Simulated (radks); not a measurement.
Results of a calculation; reference values are marked as such.
Problem. The mean radii <r> (bohr) of the occupied orbitals of an atom or ion are listed with their occupations. Level of theory: Dirac Kohn-Sham, PBE, spin-unpolarised, spherical densities, point nucleus (a radial shooting solver on a logarithmic mesh with Libxc functionals).

| orbital | occ. | <r> |
|---|---|---|
| 1s1/2 | 2 | 0.01866 |
| 2s1/2 | 2 | 0.07833 |
| 2p1/2 | 2 | 0.06487 |
| 2p3/2 | 4 | 0.07271 |
| 3s1/2 | 2 | 0.2043 |
| 3p1/2 | 2 | 0.1942 |
| 3p3/2 | 4 | 0.2088 |
| 3d3/2 | 4 | 0.1829 |
| 3d5/2 | 6 | 0.1874 |
| 4s1/2 | 2 | 0.4586 |
| 4p1/2 | 2 | 0.4645 |
| 4p3/2 | 4 | 0.4975 |
| 4d3/2 | 4 | 0.5165 |
| 4d5/2 | 6 | 0.5279 |
| 5s1/2 | 2 | 1.097 |
| 5p1/2 | 2 | 1.209 |
| 5p3/2 | 4 | 1.309 |
| 4f5/2 | 6 | 0.6319 |
| 4f7/2 | 8 | 0.6425 |
| 5d3/2 | 0.8 | 1.817 |
| 5d5/2 | 1.2 | 1.863 |

Name the element and its charge. Open shells, if any, are shared by 2j + 1.

Solution. Z = 73, tantalum, charge +3: Ta3+ in [Xe] 4f14 5d2. The 1s radius gives Z: for a bare nucleus <r> = (2 gamma + 1)/(2Z) with gamma = sqrt(1 - (Z/c)^2), 0.01844 bohr for Z = 73, and screening makes it slightly larger (0.01866 here). The occupations add up to 70, and the charge is Z minus that.
